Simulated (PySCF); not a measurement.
# CsH: mean field, correlation and small terms against distance

State: ¹Σ⁺, singlet, closed shell. RHF-based CCSD(T) in PySCF 2.14 with Cs cc-pwCVTZ-X2C, H cc-pVTZ-DK and Cs cc-pwCVQZ-X2C, H cc-pVQZ-DK (frozen core orbitals: 23; spin-free X2C with a Gaussian nucleus). Correlation energies are extrapolated as n⁻³ (n = 3, 4), Hartree–Fock as (n+1)·exp(−9√n). All energies in eV from Cs + H.

```json
{"R (Å)": "2.1908", "HF/CBS": "-0.609", "CCSD corr.": "-1.039", "(T)": "-0.0204", "total": "-1.669"}
{"R (Å)": "2.2904", "HF/CBS": "-0.755", "CCSD corr.": "-1.005", "(T)": "-0.0164", "total": "-1.776"}
{"R (Å)": "2.3900", "HF/CBS": "-0.847", "CCSD corr.": "-0.974", "(T)": "-0.0127", "total": "-1.833"}
{"R (Å)": "2.4896", "HF/CBS": "-0.895", "CCSD corr.": "-0.947", "(T)": "-0.0096", "total": "-1.852"}
{"R (Å)": "2.5891", "HF/CBS": "-0.910", "CCSD corr.": "-0.924", "(T)": "-0.0068", "total": "-1.841"}
{"R (Å)": "2.7136", "HF/CBS": "-0.891", "CCSD corr.": "-0.900", "(T)": "-0.0039", "total": "-1.795"}
{"R (Å)": "2.8381", "HF/CBS": "-0.842", "CCSD corr.": "-0.882", "(T)": "-0.0015", "total": "-1.725"}
```

A fit to the total gives Re = 2.4980 Å, De = 1.852 eV, ωe = 891.4 cm⁻¹, Be = 2.701 cm⁻¹ (masses 132.9054 and 1.0078 u).

At R = 2.4896 Å the CCSD correlation energy is -0.210347 hartree in the smaller basis and -0.225843 in the larger. Extrapolate it.

(4³·E4 − 3³·E3)/(4³ − 3³) = -0.23715 hartree; the larger basis holds 95.2 % of it.

The T1 diagnostic is 0.017. The open-shell atoms are computed with UHF. Spin–orbit coupling, excitations beyond (T) and corrections to the Born–Oppenheimer picture are left out.
